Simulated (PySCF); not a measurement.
B(vinyl)(OH)(OMe) (C3H7BO2), SMILES OB(OC)C=C. Atoms are numbered in the order given.

```xyz
13

B     -0.0104     0.2789     0.6345
C      0.8136     1.0266    -0.4709
C      0.6356     0.9591    -1.7965
H      1.5680     1.7342    -0.1028
H      1.2207     1.5706    -2.4920
H     -0.1169     0.3107    -2.2567
O     -0.1272     0.9050     1.8382
H     -0.6451     0.3695     2.4505
O     -0.6118    -0.9406     0.5221
C     -0.5328    -1.8061    -0.5735
H     -0.6703    -2.8373    -0.2147
H     -1.3300    -1.5952    -1.3068
H      0.4396    -1.7402    -1.0878
```
Charge 0, spin multiplicity 1.

The structure is a stationary point at PBE0-D3(BJ)/def2-SVP. One conformer was computed; it need not be the lowest.

Level of theory: TDDFT-B3LYP/def2-SVPD run with PySCF.

Vertical excitations. Gas-phase values at a fixed geometry.

| state | energy (eV) | λ (nm) | f | main pairs |
|---|---|---|---|---|
| S1 | 6.24 | 199 | 0.002 | HOMO−2→LUMO 61 %, HOMO−1→LUMO 35 % |
| S2 | 6.60 | 188 | 0.035 | HOMO−1→LUMO 54 %, HOMO−2→LUMO 36 % |
| S3 | 6.79 | 183 | 0.305 | HOMO→LUMO 83 % |
| S4 | 7.01 | 177 | 0.025 | HOMO→LUMO+1 96 % |
| S5 | 7.41 | 167 | 0.010 | HOMO−1→LUMO+1 94 % |
| S6 | 7.57 | 164 | 0.036 | HOMO→LUMO+2 89 % |
| S7 | 7.69 | 161 | 0.004 | HOMO−2→LUMO+1 89 % |
| S8 | 7.70 | 161 | 0.003 | HOMO−3→LUMO 90 % |
| S9 | 7.90 | 157 | 0.011 | HOMO→LUMO+3 81 % |
| S10 | 8.07 | 154 | 0.021 | HOMO−1→LUMO+2 92 % |
| T1 | 4.12 | 301 | 0 | HOMO→LUMO 96 % |
| T2 | 5.82 | 213 | 0 | HOMO−2→LUMO 69 %, HOMO−1→LUMO 23 % |
| T3 | 6.11 | 203 | 0 | HOMO−1→LUMO 73 %, HOMO−2→LUMO 23 % |
| T4 | 6.93 | 179 | 0 | HOMO→LUMO+1 90 % |
Triplets are in the Tamm–Dancoff approximation, which puts them higher than full response would, so one can lie above its singlet here.
